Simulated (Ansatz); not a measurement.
`CCCCCCCCCC[S][Cu]`, relaxed as a singlet with RKS r2SCAN-D4/def2-SVP in Ansatz, starting from the GFN2-xTB geometry. Force threshold 0.03 eV/Å.

Start:

```xyz
33

C    -1.718    3.028   -4.479
C    -1.501    1.749   -3.681
C    -1.000    2.040   -2.268
C    -0.778    0.763   -1.463
C    -0.276    1.049   -0.050
C    -0.059   -0.233    0.751
C     0.442    0.062    2.163
C     0.554   -1.183    3.044
C     1.638   -2.156    2.586
C     1.813   -3.330    3.536
S     2.841   -4.663    2.811
Cu    2.136   -4.477    0.786
H    -2.074    2.800   -5.481
H    -2.453    3.662   -3.990
H    -0.789    3.587   -4.564
H    -2.439    1.193   -3.623
H    -0.775    1.118   -4.198
H    -0.062    2.597   -2.326
H    -1.726    2.671   -1.751
H    -1.716    0.206   -1.405
H    -0.052    0.131   -1.982
H    -1.000    1.681    0.470
H     0.665    1.603   -0.105
H     0.662   -0.861    0.223
H    -1.001   -0.784    0.813
H    -0.252    0.760    2.639
H     1.415    0.556    2.105
H    -0.408   -1.700    3.068
H     0.785   -0.869    4.064
H     1.375   -2.579    1.585
H     2.589   -1.632    2.479
H     2.318   -3.025    4.451
H     0.846   -3.768    3.793
```

```csv
step,energy (eV),largest force component (eV/Å),SCF passes
1,-66164.6447,0.829,21
2,-66164.7693,0.310,20
3,-66164.7930,0.090,21
4,-66164.7988,0.071,21
5,-66164.8031,0.033,20
6,-66164.8038,0.020,21
7,-66164.8042,0.011,21
8,-66164.8044,0.008,21
```

Force components are those of the run's own axes.

End:

```xyz
33

C    -1.7331    3.0344   -4.5237
C    -1.5057    1.7701   -3.7032
C    -1.0239    2.0502   -2.2816
C    -0.7910    0.7894   -1.4542
C    -0.2922    1.0653   -0.0386
C    -0.0644   -0.1986    0.7862
C     0.4763    0.0813    2.1873
C     0.6045   -1.1554    3.0787
C     1.5817   -2.2068    2.5550
C     1.7490   -3.4010    3.4870
S     2.9890   -4.6342    2.9233
Cu    2.4745   -4.6622    0.8792
H    -2.0777    2.8027   -5.5437
H    -2.4917    3.6827   -4.0546
H    -0.8058    3.6246   -4.6108
H    -2.4405    1.1808   -3.6589
H    -0.7682    1.1225   -4.2132
H    -0.0876    2.6393   -2.3225
H    -1.7604    2.6962   -1.7661
H    -1.7303    0.2057   -1.4043
H    -0.0629    0.1396   -1.9771
H    -1.0154    1.7192    0.4851
H     0.6505    1.6431   -0.0890
H     0.6320   -0.8606    0.2387
H    -1.0151   -0.7611    0.8661
H    -0.1856    0.8140    2.6842
H     1.4632    0.5750    2.1036
H    -0.3927   -1.6167    3.2121
H     0.9298   -0.8403    4.0869
H     1.2391   -2.5935    1.5708
H     2.5728   -1.7533    2.3693
H     2.1054   -3.0564    4.4746
H     0.7765   -3.8957    3.6536
```

By distances, no bond broke or formed. The bond that changes most is S11–Cu12, from 2.15 to 2.11 Å (atoms count from 1).

The force fell under the threshold at step 6, but the optimiser went on. No frequencies were taken in this run, so the end may be a saddle point.

Run time 2.3 min (4 threads of Arm Neoverse N1 on a shared host), peak host memory 0.62 GiB.
